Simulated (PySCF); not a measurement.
C₂H₇BN₂O, SMILES C/C=N/B(N)O.

Geometry optimised at PBE0-D3(BJ)/def2-SVP. The structure was generated by enumeration; whether it is a known compound was not checked. Other conformers were not sampled.

Method: TDA-LC-ωPBE/def2-SVPD in PySCF.

Vertical excitations. Gas-phase values at a fixed geometry.

Task: List the lowest excited states. (Estimate from the structure and the level; the computed values follow.)

Result: 
| state | energy (eV) | λ (nm) | f | main pairs |
|---|---|---|---|---|
| S1 | 4.68 | 265 | 0.002 | HOMO→LUMO+1 77 %, HOMO→LUMO 17 % |
| S2 | 7.24 | 171 | 0.013 | HOMO→LUMO 61 %, HOMO→LUMO+1 12 % |
| S3 | 7.56 | 164 | 0.015 | HOMO−1→LUMO 68 % |
| S4 | 7.71 | 161 | 0.077 | HOMO−1→LUMO+1 87 % |
| S5 | 8.36 | 148 | 0.075 | HOMO→LUMO+2 36 %, HOMO−2→LUMO+1 20 %, HOMO−2→LUMO 16 %, HOMO→LUMO+3 7 % |
| S6 | 8.40 | 148 | 0.463 | HOMO−2→LUMO+1 26 %, HOMO→LUMO+3 22 %, HOMO→LUMO+4 11 %, HOMO−2→LUMO 9 % |
| S7 | 8.69 | 143 | 0.067 | HOMO→LUMO+3 39 %, HOMO→LUMO+5 7 %, HOMO−1→LUMO 6 %, HOMO→LUMO+6 6 % |
| S8 | 8.83 | 140 | 0.104 | HOMO→LUMO+2 32 %, HOMO−1→LUMO+3 20 %, HOMO−2→LUMO 13 %, HOMO→LUMO+3 9 % |
| S9 | 8.86 | 140 | 0.053 | HOMO−1→LUMO+3 16 %, HOMO−3→LUMO 12 %, HOMO→LUMO+4 12 %, HOMO→LUMO+2 9 % |
| S10 | 9.06 | 137 | 0.051 | HOMO−2→LUMO+1 18 %, HOMO−2→LUMO 16 %, HOMO→LUMO+4 16 %, HOMO−3→LUMO+1 15 % |
| T1 | 3.95 | 314 | 0 | HOMO→LUMO+1 76 %, HOMO→LUMO 15 % |
| T2 | 4.94 | 251 | 0 | HOMO−2→LUMO+1 68 %, HOMO−2→LUMO 13 % |
| T3 | 6.95 | 178 | 0 | HOMO→LUMO 39 %, HOMO−1→LUMO 27 %, HOMO−1→LUMO+3 9 % |
| T4 | 7.12 | 174 | 0 | HOMO−1→LUMO+1 37 %, HOMO−1→LUMO 16 %, HOMO→LUMO 13 %, HOMO→LUMO+1 8 % |
Triplets are in the Tamm–Dancoff approximation.
